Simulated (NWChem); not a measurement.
C4H5Cl; SMILES C(=C=C)(C)Cl

```xyz
10

C      0.6326    -2.4033     0.0000
C      0.1553    -1.1865     0.0000
C     -0.3384     0.0223     0.0000
C     -1.7928     0.3987     0.0000
Cl     0.7788     1.4112     0.0000
H      0.8433    -2.9352     0.9269
H      0.8433    -2.9352    -0.9269
H     -2.0368     0.9974    -0.8852
H     -2.0368     0.9974     0.8852
H     -2.4130    -0.5023     0.0000
```
Atoms are numbered in this order, from 1.

Computed with NWChem. Pople sets run with spherical d functions. Structure relaxed at the B3LYP/6-31G* (spherical d) level. Vzz is the largest principal value of the second derivative of the potential at the nucleus (NWChem prints the opposite sign); η is the asymmetry. Non-relativistic.

For level Hartree-Fock/def2-TZVP:

```
Property        Result
--------------  ------
Vzz Cl5 (a.u.)   4.135
```

What are these values for level Hartree-Fock/6-31G*?


| Item | Value |
|---|---|
| Vzz Cl5 (a.u.) | 3.656 |
